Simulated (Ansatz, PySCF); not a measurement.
Reaction R1 → 2 P1, each structure at its B3LYP-D3(BJ)/def2-TZVP stationary point, reached from a drawn start (curvature not checked).
P1: As2 (SMILES [As]#[As]), charge 0, multiplicity 1.
R1: As4 (SMILES [As]12[As]3[As]1[As]23), charge 0, multiplicity 1.

P less R. No zero-point or thermal terms; no spin–orbit coupling.

Cores are frozen in the correlated methods. In cc and def2 sets filled d and f shells under p-block atoms count as core. CBS(a, b) extrapolates the correlation energy as X⁻³ and adds the Hartree–Fock energy of set b.

Run with Ansatz (a quantum-chemistry and plane-wave program); PySCF for the D3/D4 terms. No computed number here is a measurement.

The comparison value is 2.544 eV (CCSD(T)/CBS(cc-pVTZ, cc-pVQZ)). It is a level with limits of its own, not the exact answer.

Order these levels by how close they come to the comparison value for the reaction energy, closest first: r2SCAN-D4/def2-TZVPP, BHLYP/def2-TZVPP, B3LYP-D3(BJ)/def2-TZVPP, BLYP-D3(BJ)/def2-TZVPP, CAM-B3LYP-D4/def2-TZVPP. Give each level's value less the comparison value.

B3LYP-D3(BJ)/def2-TZVPP (-0.021 eV), CAM-B3LYP-D4/def2-TZVPP (-0.046 eV), BHLYP/def2-TZVPP (-0.173 eV), BLYP-D3(BJ)/def2-TZVPP (-0.222 eV), r2SCAN-D4/def2-TZVPP (0.389 eV)
